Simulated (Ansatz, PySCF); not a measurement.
Complex: H2O (SMILES O) (first 3 atoms) with CH2O (SMILES C=O); geometry from B3LYP-D3(BJ)/def2-TZVP, rigid monomers moved along the line of their centres of mass till O1···C4 is 2.54 Å.
(charge 0, multiplicity 1):
```csv
atom,x (Å),y (Å),z (Å)
O,-0.1503,0.4376,-0.1146
H,0.4921,0.1685,-0.7793
H,-0.5236,-0.3821,0.2299
C,0.0046,0.6072,2.4188
O,-0.3993,-0.5134,2.5795
H,1.0841,0.8471,2.4200
H,-0.6775,1.4627,2.2674
```

Interaction energies are E(AB) − E(A) − E(B) at the monomers' geometry in the complex; basis-set methods are counterpoise corrected.

Frozen-core correlation. CBS(a, b) extrapolates the correlation energy as X⁻³ and adds the Hartree–Fock energy of set b.

Programs: Ansatz (a program for electronic structure) with Gaussian orbitals; PySCF for the dispersion terms. Values without a source in brackets are computed.

The comparison value is -2.01 kcal/mol (CCSD(T)/CBS(aug-cc-pVDZ, aug-cc-pVTZ)). It is a level with limits of its own, not the exact answer.

Order these levels by how close they come to the comparison value for the interaction energy, closest first: r2SCAN/def2-TZVPPD, r2SCAN-D3(BJ)/def2-TZVPPD, PBE-D4/def2-TZVPPD, PBE0/def2-TZVPPD. Give each level's value less the comparison value.

PBE-D4/def2-TZVPPD (-0.25 kcal/mol), PBE0/def2-TZVPPD (0.41 kcal/mol), r2SCAN/def2-TZVPPD (-0.67 kcal/mol), r2SCAN-D3(BJ)/def2-TZVPPD (-0.92 kcal/mol)
